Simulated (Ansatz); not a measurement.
Cost and result for the atomization energy of `FC1C[SiH2]S1` (10 atoms, 10 bonds).

```xyz
10

F     2.164    0.872    0.263
C     0.819    0.877   -0.003
C     0.054   -0.158    0.817
Si   -0.963   -0.748   -0.650
S     0.481    0.381   -1.750
H     0.469    1.899    0.151
H     0.754   -0.944    1.112
H    -0.427    0.240    1.710
H    -1.006   -2.206   -0.925
H    -2.346   -0.212   -0.725
```

The species carries charge 0 and has multiplicity 1. The structure was optimised at the PBE0-D4/def2-TZVP level. Program: Ansatz. All runs use 4 threads of an Arm Neoverse V1 on a shared host. Times are those of one run each, without the atoms' runs, and a repeat can differ threefold. Electronic energies, without spin–orbit coupling; frozen cores. CCSD(T)/CBS adds CCSD(T) − MP2 in def2-TZVPP to the MP2 limit, and its time is that of the two runs behind it. T1 = 0.012. B3LYP takes the VWN-RPA correlation (the form of Gaussian; ORCA's B3LYP/G).

CCSD(T)/CBS is a level of theory with its own doubt, some kJ/mol a heavy atom from the limit and from the frozen cores, so smaller differences don't rank the functionals.

| level | functions | wall time |
| --- | --- | --- |
| PBE-D4/def2-TZVPP (with forces) | 247 | 2.6 s |
| PBE0-D4/def2-TZVPP | 247 | 3.2 s |
| B3LYP-D4/def2-TZVPP (with forces) | 247 | 4.8 s |
| r2SCAN-D4/def2-TZVPP (with forces) | 247 | 5.5 s |
| B2PLYP/def2-TZVPP | 247 | 6 s |
| ωB97X-V/def2-TZVPP | 247 | 8 s |
| ωB97M-V/def2-TZVPP (with forces) | 247 | 12 s |
| MP2/def2-QZVPP | 461 | 21 s |
| CCSD(T)/def2-TZVPP | 247 | 2.2 min |
| CCSD(T)/CBS(def2) | – | 2.6 min |

(1) What atomization energy does each give, and how far from CCSD(T)/CBS? (Best estimate.)

## Answers

(1) Ansatz gave: 
```tsv
level	atomization (kJ/mol)	difference from CCSD(T)/CBS	per bond
PBE-D4/def2-TZVPP (with forces)	3731.5	85.6	8.6
PBE0-D4/def2-TZVPP	3667.3	21.4	2.1
B3LYP-D4/def2-TZVPP (with forces)	3628.7	-17.2	-1.7
r2SCAN-D4/def2-TZVPP (with forces)	3665.6	19.7	2.0
B2PLYP/def2-TZVPP	3591.7	-54.2	-5.4
ωB97X-V/def2-TZVPP	3673.0	27.1	2.7
ωB97M-V/def2-TZVPP (with forces)	3667.0	21.1	2.1
MP2/def2-QZVPP	3673.8	27.9	2.8
CCSD(T)/def2-TZVPP	3542.0	-103.9	-10.4
CCSD(T)/CBS(def2)	3645.9	0.0	0.0
```

From PBE to PBE0 (25 % exact exchange), in def2-TZVPP and without D4, the atomization energy moves by −60.3 kJ/mol: exact exchange takes away binding that semilocal exchange gives to molecules. The D4 term adds +39.8 kJ/mol with B3LYP and +20.5 kJ/mol with PBE0; it sums over pairs of atoms, weighted by their polarisabilities, and B3LYP, whose exchange is more repulsive, gets the larger term. In def2-TZVPP, CCSD(T) changes the Hartree–Fock value by +911.5 kJ/mol (the triples alone add +62.2 kJ/mol) and MP2 by +982.1 kJ/mol; breaking electron pairs costs correlation energy, which Hartree–Fock lacks.
